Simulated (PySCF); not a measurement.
InI2, SMILES [I][In+][I], charge +1. Atoms are numbered in the order given.

```xyz
3

In     0.0000     0.0000     0.0000
I      0.0000     0.0000    -2.5929
I      0.0000     0.0000     2.5929
```
Charge +1, spin multiplicity 1.

Coordinates come from a B3LYP-D3(BJ)/def2-SVP optimisation. The multiplicity is an assumed one; other spin states were not compared. The isomer is the one that the SMILES or the coordinates give; other isomers of the formula were not compared. The def2 effective core potentials stand for the cores of I, In; spin–orbit coupling is left out.

All values below come from PySCF 2.14.0 with B3LYP-D3(BJ)/def2-SVP.

Frequencies are harmonic and unscaled.

Modes within 1.5 cm⁻¹ of each other (mostly degenerate sets) share a row, with their intensities summed.

Problem. List the normal modes with their intensities. (An estimate is asked for; the answer gives what the named calculation found.)

Solution. 
```
mode  ν (cm⁻¹)  IR (km/mol)  Raman (Å⁴/amu)  depolarisation  moving atoms (share of kinetic energy)
----  --------  -----------  --------------  --------------  --------------------------------------
1–2         49          4.6             0.0               –                         In 69 %, I 31 %
3          153          0.0            27.1            0.28                                 I 100 %
4          288         27.5             0.0               –                         In 69 %, I 31 %
```
